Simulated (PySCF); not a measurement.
# Reading the logs of faulty runs: GeH7Si2 cation

All numbers below are calculated, not measured. The program is PySCF 2.14.0, an open-source quantum chemistry code, run on an isolated molecule that a program drew, which may never have been made. The molecule is GeH7Si2 cation (charge +1, singlet), drawn as the SMILES string `[SiH3][SiH+][GeH3]`.

Each row is a Hartree-Fock (HF) and frozen-core CCSD(T) single point in the cc-pV(D+d)Z basis, meant for a local HF minimum. Run 1 is clean. Each other run has one planted mistake out of seven kinds, and not every kind appears here: one electron removed, one electron added, multiplicity raised by two, geometry at a saddle point, minimal basis STO-3G, one bond length entered in bohr, all coordinates scaled. The reference is restricted for singlets and unrestricted otherwise, and also for a bond in bohr. Adding or removing an electron swaps singlet and doublet. Electrons count all cores. HOMO and LUMO are orbital energies over both spins, the gradient is its largest component, and the lowest frequency (negative if imaginary) is given only where the gradient is small. Bond lengths are over the 9 bonds as drawn. T1 is the CCSD diagnostic: over 0.02 (restricted) or 0.045 (unrestricted) a single reference is doubtful. Germanium has the cc-pVDZ-PP basis, with a core potential (ECP10MDF) in place of its 10 inner electrons, and its 3s, 3p and 3d shells are frozen in CCSD(T).

Geometry of the clean run:
```xyz
10
GeH7Si2 cation, angstrom
Si    2.8043    0.0101   -1.0105
Si    0.7343    0.5824    0.0755
Ge    0.2637    1.9247    2.0769
H     2.8209   -1.4620   -0.9785
H     2.6528    0.5672   -2.3652
H     3.8807    0.6337   -0.2287
H    -0.4635    0.0232   -0.5845
H    -0.6422    3.0308    1.5611
H     1.6050    2.4109    2.5919
H    -0.4403    0.9471    3.0038
```

```
run,electrons,basis functions,<S^2>,HOMO (eV),LUMO (eV),gradient (hartree/bohr),lowest frequency (cm^-1),mean bond (Å),longest bond (Å),T1,HF (hartree),CCSD(T) (hartree),mistake
1,66,104,0.000,-15.50,-5.52,9.9e-06,32,1.7012,2.455,0.0143,-875.03211,-875.38302,no fault
2,67,104,0.772,-7.50,1.67,3.1e-02,-,1.7012,2.455,0.0131,-875.27042,-875.63619,one electron added
3,65,104,0.786,-22.37,-13.46,6.4e-02,-,1.7012,2.455,0.0198,-874.50020,-874.83127,one electron removed
4,66,104,0.000,-15.07,-5.41,2.6e-02,-,1.7879,2.581,0.0144,-875.01413,-875.36915,all coordinates scaled
5,66,104,0.884,-14.09,-5.51,1.2e-02,-,1.8467,2.783,0.0402,-874.92547,-875.26413,?
6,66,104,2.027,-13.24,-7.66,3.1e-02,-,1.7012,2.455,0.0160,-874.95068,-875.29767,?
```

**Which mistake was planted in run 5, and what did it cost?**

The mean bond changes by a factor of 1.086 and the longest by 1.134, so the molecule wasn't scaled as a whole. A length L in bohr read as angstrom grows by (1/0.5292 - 1) L = 0.890 L. The 9 bonds together grew by 9 x 0.1455 = 1.309 Å, which gives L = 1.472 Å. That is the length of one of the H-Si bonds, 1.473 Å in the clean geometry. So the mistake is: one bond length entered in bohr. Subtracting run 1 and multiplying by 627.51 kcal/mol a hartree, the energy moved by 66.9 kcal/mol in HF and 74.6 kcal/mol in CCSD(T).

**Which mistake was planted in run 6, and what did it cost?**

Electrons, basis and geometry are unchanged, and <S^2> is 2.027, beside S(S+1) = 2.00 for a multiplicity of 3. So the mistake is: multiplicity raised by two. Subtracting run 1 and multiplying by 627.51 kcal/mol a hartree, the energy moved by 51.1 kcal/mol in HF and 53.6 kcal/mol in CCSD(T).

